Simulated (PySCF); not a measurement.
SMILES CC(C)CB(O)O, singlet (GFN2-xTB optimised geometry):

```
18

C      1.386     0.566     0.000
C     -0.141     0.566     0.000
C     -0.667     2.000     0.000
C     -0.681    -0.208    -1.211
B     -0.283    -1.760    -1.270
O     -0.118    -2.548    -0.171
O     -0.127    -2.335    -2.479
H      1.758     1.074    -0.887
H      1.772     1.080     0.878
H      1.772    -0.451    -0.006
H     -0.491     0.078     0.920
H     -0.350     2.517    -0.903
H     -0.288     2.548     0.860
H     -1.754     2.012     0.038
H     -0.346     0.287    -2.123
H     -1.772    -0.135    -1.211
H     -0.230    -2.119     0.675
H      0.086    -3.269    -2.444
```

Method: PBE/def2-SVP in PySCF.

### Question
What are the frontier orbital energies and the dipole moment?

### Answer
HOMO-2 -7.64 eV, HOMO-1 -7.21 eV, HOMO -6.90 eV, LUMO 0.36 eV, LUMO+1 0.78 eV; dipole moment 1.30 D.

Meta-Löwdin charges at PBE/def2-SVP: C1 -0.31, C2 -0.03, C3 -0.30, C4 -0.31, B5 0.37, O6 -0.47, O7 -0.45, H8 0.10, H9 0.10, H10 0.10, H11 0.07, H12 0.10, H13 0.09, H14 0.10, H15 0.10, H16 0.11, H17 0.33, H18 0.32.
